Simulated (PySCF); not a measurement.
BF3H, AlBF2H3, AlBFH2, AlBF2H and others (calculated)

Calculation on a computer-drawn molecule: the log of a Hartree-Fock and frozen-core CCSD(T) single point meant for a local Hartree-Fock minimum, with one planted fault or none, to be diagnosed. Offsets are logged minus clean, where the clean run is the same molecule without the fault. The reference is restricted for singlets and unrestricted otherwise, and also for a bond in bohr or an excited solution. Adding or removing an electron swaps singlet and doublet. The excited solution moves the top pair (singlet) or top alpha electron (doublet) to the lowest empty orbital. Highest occupied and lowest empty are orbital energies over both spins, largest force is the largest gradient component, triples share is (T) over the correlation energy, the T1 limit is 0.02 restricted and 0.045 unrestricted, electrons count all cores, a negative frequency is imaginary (commonest isotopes), and the dipole is about the centre of nuclear charge. Program: PySCF 2.14.0.

Common to all runs: logged SCF converged yes; logged SCF stable within its kind yes; possible faults no fault, one electron removed, one electron added, multiplicity raised by two, geometry at a saddle point, SCF held on an excited solution, minimal basis STO-3G, one bond length entered in bohr, all coordinates scaled.

(1) BF3H

Logged structure:
```xyz
5
BF3H
F     -0.0380    -0.3794    -0.7454
B      1.3755    -0.3293    -0.8957
F      1.6847     0.7326    -1.7901
F      1.9409    -0.0151     0.3711
H      1.8122    -1.4036    -1.3191
```

```
meant charge                    : -1
meant multiplicity              : 1
meant basis                     : aug-cc-pVDZ
logged electrons                : 34
logged basis functions          : 101
logged spin squared             : 2.0059
logged highest occupied         : 0.56871 eV
logged lowest empty             : 0.51234 eV
logged largest force            : 0.17898 hartree/bohr
logged dipole magnitude         : 10.243 debye
logged energy HF                : -323.59214 hartree
planted fault                   : multiplicity raised by two
HF energy offset from clean run : 144.8 kcal/mol
```

Drawn bonds:
```csv
atom,other atom,order
1,2,1
2,3,1
2,4,1
2,5,1
```

Notes: coupled-cluster numbers left out as unreliable; highest electron not bound in this basis.

(2) AlBF2H3

Logged structure:
```xyz
7
AlBF2H3
F     -2.4684     2.1271    -1.2911
B     -1.5961     1.0476    -1.1391
Al    -1.8932     0.1481     0.7258
F     -1.0640    -1.1370     1.2385
H     -1.7912     0.2400    -1.9755
H     -0.4765     1.4117    -1.2009
H     -2.8594     0.4665     1.9061
```

```
meant charge                         : -1
meant multiplicity                   : 1
meant basis                          : aug-cc-pV(D+d)Z
logged electrons                     : 40
logged basis functions               : 128
logged spin squared                  : 0
logged highest occupied              : -3.2147 eV
logged lowest empty                  : 3.2287 eV
logged largest force                 : 0.038346 hartree/bohr
logged T1 diagnostic                 : 0.014618
logged D1 diagnostic                 : 0.033526
logged triples share                 : 0.024433
logged CC converged                  : yes
logged dipole magnitude              : 2.7291 debye
logged energy HF                     : -467.36332 hartree
logged energy CCSD(T)                : -468.00618 hartree
planted fault                        : all coordinates scaled, by -4.8 %
HF energy offset from clean run      : 8.488 kcal/mol
CCSD(T) energy offset from clean run : 11.17 kcal/mol
```

Drawn bonds:
```csv
atom,other atom,order
1,2,1
2,3,1
3,4,1
2,5,1
2,6,1
3,7,1
```

(3) AlBFH2

Logged structure:
```xyz
5
AlBFH2
F      1.8069     0.7272     0.0000
B      0.8513    -0.2141     0.0000
Al    -1.1604     0.2784     0.0001
H      1.2024    -1.3634     0.0000
H     -2.7001     0.5719    -0.0001
```

```
meant charge                         : 0
meant multiplicity                   : 2
meant basis                          : cc-pV(D+d)Z
logged electrons                     : 29
logged basis functions               : 61
logged spin squared                  : 0.7709
logged highest occupied              : -6.5979 eV
logged lowest empty                  : 0.52105 eV
logged largest force                 : 2.204e-05 hartree/bohr
logged lowest frequency              : -675.06 cm⁻¹
logged T1 diagnostic                 : 0.020667
logged D1 diagnostic                 : 0.063745
logged triples share                 : 0.023421
logged CC converged                  : yes
logged dipole magnitude              : 1.8225 debye
logged energy HF                     : -367.17914 hartree
logged energy CCSD(T)                : -367.53593 hartree
planted fault                        : geometry at a saddle point
HF energy offset from clean run      : 10.83 kcal/mol
CCSD(T) energy offset from clean run : 6.235 kcal/mol
```

Drawn bonds:
```csv
atom,other atom,order
1,2,1
2,3,1
2,4,1
3,5,1
```

(4) AlBFH2

Logged structure:
```xyz
5
AlBFH2
F     -1.4950     0.0340     1.7380
B     -1.3129    -0.4743     0.5123
Al     0.4227     0.0998    -0.6545
H     -2.1236    -1.3024     0.1741
H      0.3737     1.2699    -1.7343
```

```
meant charge                         : 0
meant multiplicity                   : 2
meant basis                          : cc-pV(D+d)Z
logged electrons                     : 29
logged basis functions               : 61
logged spin squared                  : 3.7569
logged highest occupied              : -6.3854 eV
logged lowest empty                  : -1.6022 eV
logged largest force                 : 0.061055 hartree/bohr
logged T1 diagnostic                 : 0.035758
logged D1 diagnostic                 : 0.14646
logged triples share                 : 0.026674
logged CC converged                  : yes
logged dipole magnitude              : 2.338 debye
logged energy HF                     : -367.07661 hartree
logged energy CCSD(T)                : -367.41971 hartree
planted fault                        : multiplicity raised by two
HF energy offset from clean run      : 75.17 kcal/mol
CCSD(T) energy offset from clean run : 79.16 kcal/mol
```

Drawn bonds:
```csv
atom,other atom,order
1,2,1
2,3,1
2,4,1
3,5,1
```

(5) AlBF2H

Logged structure:
```xyz
5
AlBF2H
F     -4.0559     1.3399     0.4418
B     -2.9479     2.0756     0.5443
Al    -1.0288     1.2039    -0.0613
F      0.8398     0.1568     2.2420
H     -3.1039     3.2215     0.8812
```

```
meant charge                         : 0
meant multiplicity                   : 2
meant basis                          : cc-pV(D+d)Z
logged electrons                     : 37
logged basis functions               : 70
logged spin squared                  : 1.3155
logged highest occupied              : -7.9175 eV
logged lowest empty                  : 0.5017 eV
logged largest force                 : 0.0072054 hartree/bohr
logged T1 diagnostic                 : 0.062302
logged D1 diagnostic                 : 0.33184
logged triples share                 : 0.019686
logged CC converged                  : yes
logged dipole magnitude              : 0.81035 debye
logged energy HF                     : -465.99444 hartree
logged energy CCSD(T)                : -466.49666 hartree
planted fault                        : one bond length entered in bohr, row 3 of the drawn bonds
HF energy offset from clean run      : 94.8 kcal/mol
CCSD(T) energy offset from clean run : 109.5 kcal/mol
```

Drawn bonds:
```csv
atom,other atom,order
1,2,1
2,3,1
3,4,1
2,5,1
```

Notes: T1 above single-reference limit.

(6) AlBFH4Si

Logged structure:
```xyz
8
AlBFH4Si
F     -0.4493     0.4489     0.0905
B      0.4439    -0.5491     0.2248
Al     0.8290    -1.8401    -1.4855
Si     1.2433    -0.7926     2.1140
H      2.0907    -1.6479    -2.4395
H      0.1785    -1.0046     3.1278
H      2.1527    -1.9681     2.1419
H      2.0292     0.4093     2.4948
```

```
meant charge                         : 0
meant multiplicity                   : 2
meant basis                          : cc-pV(D+d)Z
logged electrons                     : 44
logged basis functions               : 94
logged spin squared                  : 0
logged highest occupied              : -15.039 eV
logged lowest empty                  : -6.3537 eV
logged largest force                 : 0.043764 hartree/bohr
logged T1 diagnostic                 : 0.022031
logged D1 diagnostic                 : 0.068264
logged triples share                 : 0.026774
logged CC converged                  : yes
logged dipole magnitude              : 8.1715 debye
logged energy HF                     : -657.0286 hartree
logged energy CCSD(T)                : -657.50213 hartree
planted fault                        : one electron removed
HF energy offset from clean run      : 163.8 kcal/mol
CCSD(T) energy offset from clean run : 164.5 kcal/mol
```

Drawn bonds:
```csv
atom,other atom,order
1,2,1
2,3,1
2,4,1
3,5,1
4,6,1
4,7,1
4,8,1
```

Notes: T1 above single-reference limit.

(7) AlBFH2

Logged structure:
```xyz
5
AlBFH2
F     -2.9398    -0.9918     1.9150
B     -1.8131    -1.5026     1.5519
Al    -0.0354    -2.3079     0.9794
H      0.4999    -1.9173    -0.4493
H      0.6797    -3.2653     2.0051
```

```
meant charge                         : 0
meant multiplicity                   : 2
meant basis                          : cc-pV(D+d)Z
logged electrons                     : 28
logged basis functions               : 61
logged spin squared                  : 0
logged highest occupied              : -17.291 eV
logged lowest empty                  : -6.2036 eV
logged largest force                 : 0.10979 hartree/bohr
logged T1 diagnostic                 : 0.019807
logged D1 diagnostic                 : 0.049685
logged triples share                 : 0.023231
logged CC converged                  : yes
logged dipole magnitude              : 0.095749 debye
logged energy HF                     : -366.93241 hartree
logged energy CCSD(T)                : -367.27798 hartree
planted fault                        : one electron removed
HF energy offset from clean run      : 157.4 kcal/mol
CCSD(T) energy offset from clean run : 162 kcal/mol
```

Drawn bonds:
```csv
atom,other atom,order
1,2,1
2,3,1
3,4,1
3,5,1
```

(8) AlBFH2

Structure as in entry 7.

```
meant charge                         : 0
meant multiplicity                   : 2
meant basis                          : cc-pV(D+d)Z
logged electrons                     : 29
logged basis functions               : 61
logged spin squared                  : 3.756
logged highest occupied              : -8.3143 eV
logged lowest empty                  : -1.7746 eV
logged largest force                 : 0.041535 hartree/bohr
logged T1 diagnostic                 : 0.030837
logged D1 diagnostic                 : 0.12291
logged triples share                 : 0.022124
logged CC converged                  : yes
logged dipole magnitude              : 1.7401 debye
logged energy HF                     : -367.03193 hartree
logged energy CCSD(T)                : -367.3612 hartree
planted fault                        : multiplicity raised by two
HF energy offset from clean run      : 94.91 kcal/mol
CCSD(T) energy offset from clean run : 109.8 kcal/mol
```

Drawn bonds:
```csv
atom,other atom,order
1,2,1
2,3,1
3,4,1
3,5,1
```

(9) ClFH3Si2

Logged structure:
```xyz
7
ClFH3Si2
F      0.3261     1.4015    -3.6155
Si     1.0763     1.0698    -2.2813
Si    -0.0433    -0.3142    -0.6405
Cl     2.8589     1.8852    -2.2014
H     -0.3263    -1.5230    -1.4224
H      0.9665    -0.4486     0.4129
H     -1.2106     0.5122    -0.3123
```

```
meant charge                         : 1
meant multiplicity                   : 1
meant basis                          : cc-pV(D+d)Z
logged electrons                     : 56
logged basis functions               : 98
logged spin squared                  : 2.0092
logged highest occupied              : -13.548 eV
logged lowest empty                  : -9.0034 eV
logged largest force                 : 0.030944 hartree/bohr
logged T1 diagnostic                 : 0.024495
logged D1 diagnostic                 : 0.13968
logged triples share                 : 0.025433
logged CC converged                  : yes
logged dipole magnitude              : 6.4502 debye
logged energy HF                     : -1138.21522 hartree
logged energy CCSD(T)                : -1138.75955 hartree
planted fault                        : multiplicity raised by two
HF energy offset from clean run      : 100.3 kcal/mol
CCSD(T) energy offset from clean run : 108.9 kcal/mol
```

Drawn bonds:
```csv
atom,other atom,order
1,2,1
2,3,1
2,4,1
3,5,1
3,6,1
3,7,1
```

(10) ClF2Si

Logged structure:
```xyz
4
ClF2Si
F     -0.9112     1.7490    -1.2405
Si     0.0074     0.4792    -0.7036
F     -0.9135     0.1457     0.6325
Cl    -0.9526    -1.1043    -2.0603
```

```
meant charge                         : -1
meant multiplicity                   : 1
meant basis                          : aug-cc-pV(D+d)Z
logged electrons                     : 50
logged basis functions               : 110
logged spin squared                  : 2.007
logged highest occupied              : 0.051985 eV
logged lowest empty                  : 3.9364 eV
logged largest force                 : 0.042465 hartree/bohr
logged T1 diagnostic                 : 0.021442
logged D1 diagnostic                 : 0.094766
logged triples share                 : 0.027869
logged CC converged                  : yes
logged dipole magnitude              : 3.1955 debye
logged energy HF                     : -947.43095 hartree
logged energy CCSD(T)                : -948.11716 hartree
planted fault                        : multiplicity raised by two
HF energy offset from clean run      : 76.56 kcal/mol
CCSD(T) energy offset from clean run : 88.72 kcal/mol
```

Drawn bonds:
```csv
atom,other atom,order
1,2,1
2,3,1
2,4,1
```

Notes: highest electron not bound in this basis.
